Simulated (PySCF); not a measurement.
## Calculated NMR data

- GIAO PBE0/pcSseg-1 shieldings
- geometry: GFN2-xTB
- code: PySCF 2.14.0 with density-fitted response routines
- gas phase, averaged over atoms made equivalent by symmetry, fast rotation or ring inversion, one conformer, non-relativistic Hamiltonian

δ = σ(ref) − σ, references computed at the same level: TMS for ¹H, ¹³C. Splittings of carbon signals by F and P are missing where no couplings were computed. Where no couplings were computed, multiplicities follow the n + 1 count of equivalent neighbours, and m marks all less simple cases (inequivalent or close neighbours, rings, F or P nearby). Shifts are as computed. Against solution values, carbons near 30 ppm lie about +3 ppm off and those near 130 ppm about +5 ppm. Of 1211 compounds with measured shifts, 218 miss one by over three times the rms of a fit or turn the order of signals round; such compounds aren't used in these exercises.

**1.** `CC(=O)c1cccc(C)p1`, C8H9OP. ¹H NMR (500 MHz, computed): δ 8.15 (m, 1H), 7.86 (m, 1H), 7.69 (m, 1H), 3.01 (m, 3H), 2.64 (s, 3H). ¹³C{¹H} NMR (computed): δ 201.9, 186.4, 176.6, 140.4, 136.5, 134.5, 29.6, 26.8.

**2.** SMILES O=C(C)c1cccpc1C, C8H9OP. ¹H NMR (500 MHz, computed): δ 9.15 (m, 1H), 8.07 (m, 1H), 7.70 (m, 1H), 3.07 (m, 3H), 2.60 (s, 3H). ¹³C{¹H} NMR (computed): δ 211.4, 178.7, 168.5, 149.5, 136.0, 132.4, 33.0, 26.6.
